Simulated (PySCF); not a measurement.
C2H6, charge +1, doublet, at a GFN2-xTB geometry (a state made from the parent by changing its charge; the spin is typed, not shown lowest). Base run: M062X/cc-pVDZ (PySCF).

Geometry (Å):
```xyz
8

C     -0.7187     0.1363    -0.0251
C      0.7187    -0.1363     0.0251
H     -1.2561    -0.5866    -0.6771
H     -0.9724     1.1611    -0.2922
H     -1.2319    -0.1659     0.9139
H      0.9724    -1.1611     0.2922
H      1.2561     0.5866     0.6771
H      1.2319     0.1659    -0.9139
```
Charge +1, spin multiplicity 2.
Orbitals are unrestricted.
All else is at PySCF's defaults.

Variants of this job, named by their change:

```tsv
change	E (Eh)	HOMO (eV)	<S^2>	core-seconds (rough)
base	-79.34099	-18.51	0.754	7
functional = b3lyp5	-79.34213	-16.91	0.754	6
functional = tpssh	-79.41589	-16.54	0.754	10
functional = revpbe	-79.38532	-15.73	0.752	4
functional = scan	-79.36306	-16.08	0.754	7
functional = wb97m_v	-79.32872	-19.55	0.753	80
functional = wb97x_v	-79.36805	-19.74	0.754	90
functional = blyp	-79.34934	-15.65	0.752	3
functional = pbe0; dispersion = d3bjm	-79.30140	-17.22	0.754	4
functional = pbe0	-79.29821	-17.22	0.754	4
functional = hse06	-79.30442	-16.81	0.754	9
functional = o3lyp	-79.38174	-16.43	0.753	4
functional = b3lyp	-79.40381	-17.00	0.753	4
```

Totals shift with the method and basis; they matter in differences.

Open shells are given as the SCF converged; they aren't shown to be the lowest states, and a large step between rows can be another state.
